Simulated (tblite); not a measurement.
C10H6 (charge +1 and doublet state).
SMILES: `c1c(C#C)cc(cc1)[C]=[CH+]`

Level: GFN2-xTB in tblite, geometry and Hessian alike; calculated harmonic values, unscaled, isolated species. The method is semi-empirical: single wavenumbers can be off by several per cent or more. Open shells enter through the occupations alone, without spin polarisation, and single modes of such species can be off by tens of per cent.

Harmonic wavenumbers (cm⁻¹): 96.6, 101.0, 125.3, 158.3, 281.4, 309.7, 367.9, 423.3, 430.0, 453.9, 498.6, 530.6, 562.4, 658.8, 659.6, 675.0, 686.2, 690.9, 767.5, 869.4, 874.0, 918.8, 925.4, 970.2, 1113.6, 1133.5, 1165.9, 1228.5, 1254.0, 1319.1, 1393.3, 1409.2, 1475.7, 1478.0, 2154.4, 2196.3, 3093.2, 3096.6, 3107.6, 3108.5, 3340.9, 3342.6.

A = 2752, B = 913.1, C = 685.6 MHz; mass 126.047 u (most abundant isotopes); point group C2v, symmetry number 2; spin multiplicity 2.

Task: What is the zero-point energy?

Result: Half the sum of the wavenumbers: 24723 cm⁻¹ = 295.75 kJ/mol.

Task: Give the ideal-gas entropy at 350 K and 1 bar in the rigid-rotor, harmonic-oscillator model (classical rotation).

Result: Translation 172.51, rotation 120.14, vibration 120.71, spin (R ln 2) 5.76: S = 419.1 J/(mol K).

Task: And Cp and H(350 K) − H(0)?

Result: Cp = 177.05 J/(mol K), of which vibrations give 143.79 (their classical limit is 42 R = 349.2); H(350 K) − H(0) = 35.70 kJ/mol without the zero-point energy, 24.06 from vibrations.

Task: Which modes carry the vibrational entropy at 350 K?

Result: 96.6 cm⁻¹: 16.05; 101.0 cm⁻¹: 15.68; 125.3 cm⁻¹: 13.92; 158.3 cm⁻¹: 12.03; 281.4 cm⁻¹: 7.55; 309.7 cm⁻¹: 6.85 J/(mol K); the other 36 give 48.63 together.

Task: How do the functions run with temperature in this model?

Result: 
| T (K) | S (J/(mol K)) | Cp (J/(mol K)) | H − H(0) (kJ/mol) | G − H(0) (kJ/mol) | ln q(vib) |
| --- | --- | --- | --- | --- | --- |
| 50 | 239.2 | 47.3 | 1.87 | -10.09 | 0.16 |
| 100 | 278.4 | 67.7 | 4.76 | -23.08 | 0.88 |
| 298.15 | 392.4 | 156.8 | 27.03 | -89.95 | 5.04 |
| 373.15 | 430.7 | 185.4 | 39.89 | -120.83 | 6.80 |
| 500 | 490.6 | 223.5 | 65.95 | -179.33 | 9.82 |
| 750 | 591.3 | 272.3 | 128.48 | -315.01 | 15.58 |
| 1000 | 674.1 | 302.3 | 200.57 | -473.50 | 20.86 |

q(vib) and H(0) count from the zero-point level.

Hindered rotation and anharmonicity are outside this model.
